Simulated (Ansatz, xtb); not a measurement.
**A geometry optimisation of FGeH3Sb+ with r2SCAN-D4/def2-SVP**

The starting geometry of this gas-phase singlet has its atoms placed at random.

```xyz
6

F    -1.1500   -1.4757    0.9364
Ge   -1.5905    1.1155   -0.2282
Sb    0.9420    0.3279    1.0714
H     1.6702   -1.1325    0.3477
H    -1.5708   -0.1682    0.0590
H     1.5016   -0.4207   -0.8589
```

Problem. One run relaxed it with r2SCAN-D4/def2-SVP. What is a likely outcome?

Solution. It ends as a structure with H6 bridging Ge2 and Sb3, given below by its coordinates. Distances that change by over a tenth: Ge2–H5 (1.32 → 1.60 Å). Contacts that close: F1–Sb3 (2.77 → 1.91 Å), Ge2–Sb3 (2.95 → 2.74 Å), Ge2–H6 (3.51 → 1.86 Å), Sb3–H6 (2.14 → 1.87 Å).

The energy falls by 5.44 eV over 22 steps:

| step | E − E(last) (eV) |
| --- | --- |
| 1 | 5.442 |
| 3 | 2.108 |
| 6 | 0.841 |
| 8 | 0.276 |
| 10 | 0.029 |
| 13 | 0.007 |
| 15 | 0.005 |
| 17 | 0.004 |
| 20 | 0.001 |
| 22 | 0.000 |

Final geometry (Å):

```xyz
6

F    -0.2870   -1.9581    1.3271
Ge   -0.9271    1.3220   -0.6615
Sb    0.5692   -0.2904    0.9668
H     2.1330   -0.9230    0.6882
H    -1.9314    0.2045   -0.1244
H     0.2458   -0.1087   -0.8687
```

From the same start GFN2-xTB ends elsewhere, in pieces: FGeHSb + H2.

From so rough a start the end depends on the optimiser's path, so another program may land elsewhere. No frequencies were run, so the end isn't proven a minimum. Atoms past krypton carry core potentials, without spin–orbit terms. Run with Ansatz 0.2.0, 2.1 min on 1 thread of Intel(R) Xeon(R) Processor @ 2.50GHz (Skylake/Cascade Lake), on a shared host.
